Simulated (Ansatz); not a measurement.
Basis-set extrapolation for `CCCCC(=O)CC` (PBE0-D4/def2-TZVP geometry, frozen core, Ansatz). Multiplicity 1, RHF reference.

```tsv
	def2-TZVPP	def2-QZVPP
HF	-348.231886	-348.248081
MP2 correlation	-1.436474	-1.530154
CCSD(T) correlation	-1.568896	not run
```

Energies in hartree. Use E(X) = E(∞) + A·exp(−7.88·√X) for Hartree–Fock and E(X) = E(∞) + B·X^(−2.97) for correlation, with X = 3 and 4, and add CCSD(T) minus MP2 of the smaller set to the MP2 limit.

What is the CCSD(T) energy at the basis-set limit?

HF limit: -348.248081 + (-0.016195) × 0.13774 = -348.25031. MP2 limit: -1.530154 + (-0.093680) × 0.74074 = -1.59955. Higher-order term: -1.568896 − (-1.436474) = -0.13242. Total: -349.98228 hartree, 476.5 kJ/mol below CCSD(T)/def2-TZVPP.
